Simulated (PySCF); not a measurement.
AsF₃, charge -1, doublet, at a GFN2-xTB geometry (a state made from the parent by changing its charge; the spin is typed, not shown lowest); DF-HF/cc-pVQZ (PySCF).

Here is a job for PySCF.
```python
from pyscf import gto, scf

mol = gto.Mole()
mol.atom = '''
    F    -1.817098   -0.890598    0.073257
    As    0.133596   -0.307540    0.032107
    F     1.895964    0.709046   -0.054303
    F    -0.568718    1.309198   -0.136682
'''
mol.basis = 'cc-pvqz'
mol.charge = -1
mol.spin = 1
mol.verbose = 4
mol.build()

mf = scf.UHF(mol)
mf = mf.density_fit(auxbasis='def2-universal-jkfit')
mf.kernel()
```

Problem. Predict the main parts of the log of this PySCF run.

Solution. 
```
PySCF version 2.14.0

[INPUT] verbose = 4
[INPUT] num. atoms = 4
[INPUT] num. electrons = 61
[INPUT] charge = -1
[INPUT] spin (= nelec alpha-beta = 2S) = 1
[INPUT] symmetry False subgroup None
[INPUT] Mole.unit = angstrom
[INPUT] Symbol           X                Y                Z      unit          X                Y                Z       unit  Magmom
[INPUT]  1 F     -1.817098000000  -0.890598000000   0.073257000000 AA   -3.433817561495  -1.682986307085   0.138435666707 Bohr   0.0
[INPUT]  2 As     0.133596000000  -0.307540000000   0.032107000000 AA    0.252459851337  -0.581166372349   0.060673436681 Bohr   0.0
[INPUT]  3 F      1.895964000000   0.709046000000  -0.054303000000 AA    3.582852702035   1.339902749718  -0.102617797742 Bohr   0.0
[INPUT]  4 F     -0.568718000000   1.309198000000  -0.136682000000 AA   -1.074721262110   2.474025662828  -0.258291546158 Bohr   0.0

nuclear repulsion = 287.487303407514
number of shells = 57
number of NR pGTOs = 356
number of NR cGTOs = 233
basis = cc-pvqz
ecp = {}

******** <class 'pyscf.df.df_jk.DFUHF'> ********
method = DFUHF
initial guess = minao
damping factor = 0
level_shift factor = 0
DIIS = <class 'pyscf.scf.diis.CDIIS'>
diis_start_cycle = 1
diis_space = 8
diis_damp = 0
SCF conv_tol = 1e-09
SCF conv_tol_grad = None
SCF max_cycles = 50
direct_scf = False
number electrons alpha = 31  beta = 30
Set gradient conv threshold to 3.16228e-05
******** <class 'pyscf.df.df.DF'> ********
auxbasis = def2-universal-jkfit
init E= -2531.34623352032

cycle= 1 E= -2532.60441542782  delta_E= -1.26  |g|= 0.668  |ddm|= 2.12
cycle= 2 E= -2532.68523760032  delta_E= -0.0808  |g|= 0.553  |ddm|= 0.571
cycle= 3 E= -2532.76733447804  delta_E= -0.0821  |g|= 0.0362  |ddm|= 0.23
cycle= 4 E= -2532.76903894143  delta_E= -0.0017  |g|= 0.0149  |ddm|= 0.0726
cycle= 5 E= -2532.7693628173  delta_E= -0.000324  |g|= 0.00849  |ddm|= 0.029
cycle= 6 E= -2532.76946364467  delta_E= -0.000101  |g|= 0.00405  |ddm|= 0.0146
cycle= 7 E= -2532.76951400174  delta_E= -5.04e-05  |g|= 0.00187  |ddm|= 0.0139
cycle= 8 E= -2532.76952557671  delta_E= -1.16e-05  |g|= 0.000788  |ddm|= 0.0076
cycle= 9 E= -2532.76952713959  delta_E= -1.56e-06  |g|= 0.000355  |ddm|= 0.00251
cycle= 10 E= -2532.76952738833  delta_E= -2.49e-07  |g|= 0.000149  |ddm|= 0.000731
cycle= 11 E= -2532.76952742054  delta_E= -3.22e-08  |g|= 7.09e-05  |ddm|= 0.000247
cycle= 12 E= -2532.76952742694  delta_E= -6.39e-09  |g|= 1.87e-05  |ddm|= 0.00014
cycle= 13 E= -2532.76952742732  delta_E= -3.87e-10  |g|= 6.56e-06  |ddm|= 3.07e-05
Extra cycle  E= -2532.76952742742  delta_E= -9.23e-11  |g|= 3.85e-06  |ddm|= 7.42e-06
converged SCF energy = -2532.76952742742  <S^2> = 0.77663747  2S+1 = 2.0264624
```
